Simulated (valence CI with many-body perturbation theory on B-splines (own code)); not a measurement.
# E1 transitions of Mo36+

Level of theory: relativistic CI+MBPT: four valence electrons over a frozen Dirac-Fock core [He], a basis of 11 s, 11 p, 10 d, 8 f, 5 g, 2 h functions for each j, with the one-electron correlation potential Σ1 (screened to all orders), the two-electron term Σ2, the three-electron term Σ3, Breit, model QED; selected single and double excitations, second order for the rest, scaled by the run's own slope (own B-spline code, finite nucleus).

No measured spectrum was set against this ion. As an estimate, large intervals hold to a few tenths of a per cent, small ones and those within an open d or f shell to about a per cent. Among the levels kept, up to 970 cm⁻¹ of a level comes from second order outside the variational space, and about a tenth of that is noise between levels of different J, which matters for small intervals.

Lines 201 to 250 of 538 in falling wavelength, among levels below 255.32 Ry, chosen from the strongest by gf and those to the six lowest levels. Wavelengths and rates use the calculated energies. Electric multipoles are in the length gauge, E1 and E2 with the static RPA response of the core. Weak lines are less certain than strong ones. Lines between different terms over intervals too small for the method are left out, as are lines whose strength nearly cancels. Where a level lies close to another of its J and parity, the split of strength between their lines is uncertain. The highest levels of a list are the least certain.

Levels are named by their leading jj configuration (3d3/2^4 stands for four electrons in 3d with j = 3/2), which in mixed levels can hold well under half, so a name can repeat and another be missing. Letters in brackets count levels of one name in rising energy.

```csv
λ vac (nm),Upper,Lower,A (s⁻¹),S (a.u.) with core polarisation,S without
4.466,(2p1/2^2 2p3/2 3d3/2) J=3,(2s 2p1/2^2 3d3/2) J=2,4.24e+10,1.31e-02,1.31e-02
4.465,(2s 2p3/2^2 3s) J=2 [b],(2s^2 2p1/2 3d3/2) J=2,7.76e+10,1.70e-02,1.71e-02
4.461,(2s 2p3/2^2 3p1/2) J=1 [b],(2s^2 2p3/2 3p1/2) J=2,1.71e+11,2.24e-02,2.25e-02
4.457,(2s 2p1/2^2 2p3/2) J=1,(2s^2 2p1/2^2) J=0,1.44e+11,1.89e-02,1.90e-02
4.456,(2s 2p1/2 2p3/2^2) J=0,(2s^2 2p1/2 2p3/2) J=1,1.39e+11,6.08e-03,6.09e-03
4.452,(2s 2p3/2^2 3d3/2) J=2 [c],(2s^2 2p3/2 3d3/2) J=3,1.80e+11,3.93e-02,3.94e-02
4.449,(2p1/2 2p3/2^2 3s) J=2 [b],(2s 2p1/2 2p3/2 3s) J=2 [b],7.41e+10,1.61e-02,1.61e-02
4.449,(2s 2p3/2^2 3p1/2) J=2 [b],(2s^2 2p3/2 3p1/2) J=2,2.21e+11,4.80e-02,4.81e-02
4.442,(2s 2p3/2^2 3p1/2) J=1 [a],(2s^2 2p3/2 3p1/2) J=1,2.28e+11,2.96e-02,2.97e-02
4.440,(2s 2p3/2^2 3s) J=2 [b],(2s^2 2p3/2 3s) J=2,7.47e+10,1.61e-02,1.62e-02
4.423,(2s 2p3/2^2 3d5/2) J=3 [b],(2s^2 2p3/2 3d5/2) J=4,1.85e+11,5.54e-02,5.55e-02
4.419,(2s 2p3/2^2 3d3/2) J=2 [b],(2s^2 2p3/2 3d3/2) J=2,9.67e+10,2.06e-02,2.06e-02
4.414,(2p1/2^2 2p3/2 3p1/2) J=2,(2s 2p1/2^2 3p1/2) J=1,8.32e+10,1.77e-02,1.77e-02
4.413,(2s 2p3/2^2 3p3/2) J=2 [b],(2s^2 2p3/2 3p3/2) J=3,1.95e+11,4.13e-02,4.14e-02
4.402,(2s 2p3/2^2 3d5/2) J=1 [b],(2s^2 2p3/2 3d5/2) J=2,1.58e+11,2.00e-02,2.00e-02
4.386,(2s 2p3/2^2 3d5/2) J=2 [c],(2s^2 2p3/2 3d5/2) J=3,1.94e+11,4.04e-02,4.05e-02
4.385,(2p1/2^2 2p3/2 3s) J=2,(2s 2p1/2^2 3s) J=1,8.61e+10,1.79e-02,1.80e-02
4.381,(2s 2p3/2^2 3p3/2) J=1 [c],(2s^2 2p3/2 3p3/2) J=2,1.17e+11,1.46e-02,1.46e-02
4.371,(2p1/2 2p3/2^2 3p1/2) J=3,(2s 2p1/2 2p3/2 3p1/2) J=3,7.46e+10,2.15e-02,2.16e-02
4.361,(2p1/2 2p3/2^2 3p3/2) J=4,(2s 2p1/2 2p3/2 3p3/2) J=4,7.07e+10,2.61e-02,2.61e-02
4.358,(2s 2p1/2 2p3/2^2) J=2 [b],(2s^2 2p1/2 2p3/2) J=2,2.30e+11,4.69e-02,4.70e-02
4.333,(2p1/2 2p3/2^2 3p1/2) J=2 [b],(2s 2p1/2 2p3/2 3p1/2) J=2 [b],7.89e+10,1.58e-02,1.59e-02
4.316,(2s 2p1/2 2p3/2^2) J=1 [a],(2s^2 2p1/2 2p3/2) J=1,2.15e+11,2.56e-02,2.57e-02
4.284,(2p1/2 2p3/2^2 3s) J=3,(2s 2p1/2 2p3/2 3s) J=3,4.97e+10,1.35e-02,1.35e-02
4.274,(2p1/2 2p3/2^2 3p1/2) J=2 [a],(2s 2p1/2 2p3/2 3p1/2) J=2 [a],6.89e+10,1.33e-02,1.33e-02
4.272,(2p1/2 2p3/2^2 3d3/2) J=3,(2s 2p1/2 2p3/2 3d3/2) J=3 [a],5.12e+10,1.38e-02,1.38e-02
4.272,(2p1/2 2p3/2^2 3p3/2) J=3 [a],(2s 2p1/2 2p3/2 3p3/2) J=3 [a],8.01e+10,2.16e-02,2.16e-02
4.259,(2s 2p1/2 2p3/2^2) J=1 [b],(2s^2 2p1/2 2p3/2) J=2,2.50e+11,2.85e-02,2.86e-02
4.180,(2p1/2 2p3/2^2 3s) J=2 [a],(2s 2p1/2 2p3/2 3s) J=2 [a],7.37e+10,1.33e-02,1.33e-02
4.177,(2s 2p1/2 2p3/2^2) J=2 [b],(2s^2 2p1/2 2p3/2) J=1,8.03e+09,1.44e-03,1.45e-03
4.086,(2s 2p1/2 2p3/2^2) J=1 [b],(2s^2 2p1/2 2p3/2) J=1,3.03e+10,3.06e-03,3.07e-03
4.078,(2s 2p3/2^3) J=1,(2s^2 2p3/2^2) J=2,3.11e+11,3.12e-02,3.13e-02
3.960,(2p1/2 2p3/2^3) J=2,(2s 2p1/2 2p3/2^2) J=3,7.22e+10,1.11e-02,1.11e-02
3.933,(2p1/2^2 2p3/2^2) J=2,(2s 2p1/2^2 2p3/2) J=2,9.06e+10,1.36e-02,1.36e-02
3.304,(2s 2p3/2^3) J=2,(2s^2 2p1/2 2p3/2) J=2,9.46e+09,8.42e-04,8.44e-04
2.893,(2s 2p3/2^3) J=1,(2s^2 2p1/2 2p3/2) J=1,1.92e+10,6.90e-04,6.91e-04
0.4583,(2p1/2 2p3/2^2 3s) J=2 [b],(2p1/2 2p3/2^3) J=2,1.62e+13,3.85e-03,3.84e-03
0.4581,(2s^2 2p1/2 3p3/2) J=1,(2s 2p1/2^2 2p3/2) J=2,1.24e+12,1.76e-04,1.76e-04
0.4577,(2p1/2 2p3/2^2 3s) J=1 [a],(2p1/2 2p3/2^3) J=1,1.11e+13,1.58e-03,1.57e-03
0.4574,(2p1/2^2 2p3/2 3s) J=2,(2p1/2^2 2p3/2^2) J=2,6.98e+12,1.65e-03,1.65e-03
0.4563,(2s 2p3/2^2 3s) J=2 [a],(2s 2p3/2^3) J=2,1.25e+13,2.93e-03,2.92e-03
0.4562,(2p1/2^2 2p3/2 3s) J=1,(2p1/2^2 2p3/2^2) J=2,1.43e+13,2.01e-03,2.00e-03
0.4554,(2s^2 2p3/2 3s) J=1,(2s^2 2p3/2^2) J=0,6.38e+12,8.92e-04,8.89e-04
0.4551,(2s 2p3/2^2 3s) J=1 [b],(2s 2p3/2^3) J=1,1.14e+13,1.59e-03,1.58e-03
0.4550,(2s 2p1/2 2p3/2 3s) J=3,(2s 2p1/2 2p3/2^2) J=3,5.09e+12,1.66e-03,1.65e-03
0.4547,(2s 2p1/2 2p3/2 3s) J=2 [c],(2s 2p1/2 2p3/2^2) J=2 [b],6.95e+12,1.61e-03,1.61e-03
0.4539,(2s 2p1/2 2p3/2 3s) J=1 [b],(2s 2p1/2 2p3/2^2) J=1 [a],1.04e+13,1.45e-03,1.44e-03
0.4525,(2s 2p1/2 2p3/2 3s) J=2 [b],(2s 2p1/2 2p3/2^2) J=3,1.13e+13,2.58e-03,2.57e-03
0.4522,(2s 2p1/2 2p3/2 3s) J=1 [a],(2s 2p1/2 2p3/2^2) J=2 [a],1.49e+13,2.03e-03,2.03e-03
0.4521,(2s^2 2p1/2 3s) J=1,(2s^2 2p1/2 2p3/2) J=2,1.28e+13,1.75e-03,1.74e-03
```
